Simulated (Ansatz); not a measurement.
ClGaH3In. Total charge 0; spin multiplicity 1. In takes the def2 core potential. The bonds changed during the relaxation, so this is another structure than the one it started from.

```csv
atom,x (Å),y (Å),z (Å)
Cl1,-0.699,-1.623,0.984
In2,0.048,-0.010,-0.826
Ga3,0.129,0.634,1.924
H4,-0.084,-0.592,-2.407
H5,-0.872,1.257,0.090
H6,1.478,0.334,0.235
```

**Question.** What are the harmonic wavenumbers in cm⁻¹ at PBE0-D4/def2-TZVP (Ansatz, finite differences of forces, unscaled)? (Best estimate.)

**Answer.** Computed: 91, 157, 187, 271, 418, 498, 601, 656, 756, 1463, 1588, 1910.

**Question.** Is this a minimum?

**Answer.** Yes, all 12 modes are real.

**Question.** Give the ideal-gas thermochemistry at 298.15 K and 1 bar (rigid rotor, harmonic oscillator; point group Cs, symmetry number 1).

**Answer.** Zero-point energy 51.4 kJ/mol; H(298) − E = 70.1 kJ/mol; entropy 348.8 J/(mol·K), of which translation 176.3, rotation 119.3, vibration 53.2; G(298) − E = -33.9 kJ/mol. Modes under 100 cm⁻¹ are hindered rotations or soft bends, so the harmonic entropy is rough.
